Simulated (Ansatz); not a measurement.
C6H18HfN2O2 (`CC(C)[NH][Hf]([OH])([OH])[NH]C(C)C`). Charge 0, multiplicity 1. Hf: def2 effective core potential. The structure was optimised at the PBE0-D4/def2-TZVP level. It is one conformer, not always the lowest.

```xyz
29

C     1.972   -0.032   -1.104
C     1.370    1.006   -2.036
C     0.626    0.333   -3.183
N     0.508    1.897   -1.283
Hf   -0.352    1.757    0.575
O    -1.727    3.124    0.560
O     1.000    1.903    1.968
N    -1.219   -0.077    0.856
C    -0.695   -1.278    1.483
C    -1.314   -1.514    2.855
C    -0.875   -2.497    0.588
H     2.530    0.446   -0.294
H     2.652   -0.697   -1.639
H     1.182   -0.650   -0.665
H     2.202    1.584   -2.467
H     0.193    1.078   -3.856
H    -0.191   -0.279   -2.789
H     1.290   -0.307   -3.771
H     0.191    2.663   -1.867
H    -2.194    3.856    0.950
H     1.884    2.156    2.217
H    -2.190   -0.216    0.594
H     0.382   -1.123    1.630
H    -2.395   -1.662    2.762
H    -1.146   -0.651    3.503
H    -0.893   -2.400    3.339
H    -1.941   -2.691    0.426
H    -0.438   -3.392    1.038
H    -0.413   -2.337   -0.388
```

(1) What is the dipole moment at ωB97M-V/def2-TZVPP? (Best estimate.)

(2) And with PBE, r2SCAN, B3LYP? (Estimate.)

(3) Give the Mulliken charges with ωB97M-V, PBE, B3LYP in def2-TZVPP. (An estimate is asked.)

## Answers

(1) Computed: 0.97 D, with components (0.39, 0.88, 0.10) D in this frame, pointing from negative to positive charge.

(2) The calculation gave: PBE 0.92 D, r2SCAN 0.91 D, B3LYP 0.92 D.

(3) The calculation gave: 
```
atom  ωB97M-V    PBE  B3LYP
  C1    -0.36  -0.26  -0.29
  C2     0.08   0.16   0.19
  C3    -0.29  -0.25  -0.26
  N4    -0.33  -0.31  -0.37
 Hf5     0.75   0.58   0.81
  O6    -0.40  -0.38  -0.43
  O7    -0.40  -0.38  -0.44
  N8    -0.32  -0.30  -0.37
  C9     0.02   0.19   0.20
 C10    -0.30  -0.26  -0.26
 C11    -0.29  -0.26  -0.26
 H12     0.12   0.08   0.09
 H13     0.11   0.07   0.08
 H14     0.09   0.06   0.07
 H15     0.08   0.04   0.04
 H16     0.09   0.06   0.07
 H17     0.10   0.08   0.08
 H18     0.09   0.06   0.06
 H19     0.09   0.12   0.11
 H20     0.15   0.17   0.17
 H21     0.15   0.17   0.17
 H22     0.09   0.10   0.09
 H23     0.08   0.03   0.03
 H24     0.09   0.06   0.06
 H25     0.11   0.09   0.09
 H26     0.09   0.06   0.07
 H27     0.10   0.06   0.06
 H28     0.09   0.07   0.07
 H29     0.10   0.08   0.09
```

B3LYP here is the variant with VWN-RPA as its local correlation; programs differ in this.
